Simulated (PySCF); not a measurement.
## A thermochemical cycle for RbAl

MP2 in PySCF with def2-SVP on every atom (core potentials on Rb), for the lowest determinant that a PBE0 search found; no spin–orbit coupling. RbAl, a triplet (σ ↑, π ↑), has De = 0.28 eV to neutral atoms, and RbAl⁺, a doublet (σ ↑), has De = 0.42 eV to Rb⁺ + Al.

The adiabatic ionisation energy of RbAl, between the minima, is 3.91 eV.

**Question.** Which ionisation energy of the Rb atom does this level give?

**Answer.** IE(Rb) = IE(molecule) + De(ion) − De(neutral) = 3.91 + 0.42 − 0.28 = 4.05 eV; the measured value is 4.177 eV (NIST ASD).

Correlated steps freeze 5 core orbitals. Weak bonds: RbAl, RbAl⁺. Basis-set superposition, not corrected here, can be much of De in a small basis, most of all at correlated wavefunction levels. Spin–orbit coupling is left out. For an ion De counts to the pair picked by the measured ionisation energies or electron affinities, which need not be the lowest pair at this level. States were picked by a PBE0 search and need not be the measured ground states.
